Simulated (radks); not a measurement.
All-electron atom: Hg V in [Xe] 4f14 5d8. Calculated with a radial shooting solver on a logarithmic mesh with Libxc functionals: scalar-relativistic Kohn-Sham, PBE, spin-polarised, spherical densities, finite nucleus; open shells are filled with parallel spins first (spin-orbit coupling, left out, can overturn this in heavy ions); Fermi nuclear charge, rms radius 5.4648 fm. Some entries of the table are withheld. Estimate them.

| orbital | occ. | eigenvalue (hartree) | <r^2> (bohr^2) | <1/r> (bohr^-1) |
|---|---|---|---|---|
| 1s down | 1 | -3057.073 | 0.0003809 | 97.53 |
| 1s up | 1 | -3057.073 | 0.0003809 | 97.53 |
| 2s up | 1 | -543.4119 | 0.005797 | 22.88 |
| 2s down | 1 | -543.4051 | 0.005797 | 22.88 |
| 2p up | 3 | -469.0244 | 0.004898 | 20.28 |
| 2p down | 3 | -469.0188 | 0.004898 | 20.28 |
| 3s up | 1 | -130.3918 | 0.03734 | 8.484 |
| 3s down | 1 | -130.3892 | 0.03734 | 8.484 |
| 3p up | 3 | -108.8873 | 0.03848 | 7.721 |
| 3p down | 3 | -108.8844 | 0.03848 | 7.721 |
| 3d up | 5 | -86.21885 | 0.03187 | 7.260 |
| 3d down | 5 | -86.21386 | 0.03187 | 7.260 |
| 4s up | 1 | -30.13597 | 0.1799 | 3.642 |
| 4s down | 1 | -30.12941 | 0.1799 | 3.642 |
| 4p up | 3 | -23.08164 | 0.2056 | 3.285 |
| 4p down | 3 | -23.07557 | 0.2056 | 3.285 |
| 4d up | 5 | -14.69895 | 0.2327 | 2.947 |
| 4d down | 5 | -14.69190 | 0.2325 | 2.948 |
| 5s up | 1 | -6.21516 | 0.9041 | 1.509 |
| 5s down | 1 | -6.17203 | 0.9003 | 1.514 |
| 4f up | 7 | -5.40585 | 0.2805 | 2.535 |
| 4f down | 7 | -5.39617 | 0.2794 | 2.537 |
| 5p up | 3 | (1) | (2) | 1.292 |
| 5p down | 3 | (3) | (4) | 1.296 |
| 5d up | 5 | -2.12959 | 2.047 | 0.9707 |
| 5d down | 3 | -2.07217 | 2.065 | 0.9694 |

Answer. 
(1) 5p up eigenvalue (hartree): -4.30403
(2) 5p up <r^2> (bohr^2): 1.188
(3) 5p down eigenvalue (hartree): -4.25168
(4) 5p down <r^2> (bohr^2): 1.184
